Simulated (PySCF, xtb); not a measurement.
CH₇BO₂Si, SMILES [SiH2](B(O)O)C.

GFN2-xTB (xtb) at its own geometry gives an orbital gap of 4.37 eV and a dipole moment of 2.00 D.

The structure is a stationary point at r2SCAN-D4/def2-SVP. The values are those of a single conformer.

Task: What does PBE/def2-TZVP in PySCF give? (An estimate is asked for; the answer gives what the named calculation found.)

Result: gap 5.73 eV (levels -6.69 and -0.96 eV), dipole 0.91 D.
